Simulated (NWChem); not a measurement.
Ionisation of Ga

```
Ga
```
Charge 0, spin multiplicity 2.

Program: NWChem.

Basis set: def2-TZVP. The species with one electron less has spin multiplicity 1. Δ marks differences of total energies (open shells unrestricted). −ε marks an orbital energy of the parent. That orbital need not have the symmetry of the hole or added electron in the Δ rows. That singlet is a closed-shell solution.

The Hamiltonian is non-relativistic. The correlated methods keep 9 core orbitals frozen. No SCF solution was tested for a lower state.

For the first vertical ionisation energy, −ε(alpha HOMO) of CAM-B3LYP gives 4.77 eV and −ε(alpha HOMO) of TPSS gives 2.99 eV. What do ΔPBE, G0W0@BHandHLYP, ΔB2PLYP give?

ΔPBE: 5.97 eV; G0W0@BHandHLYP: 5.84 eV; ΔB2PLYP: 5.90 eV.
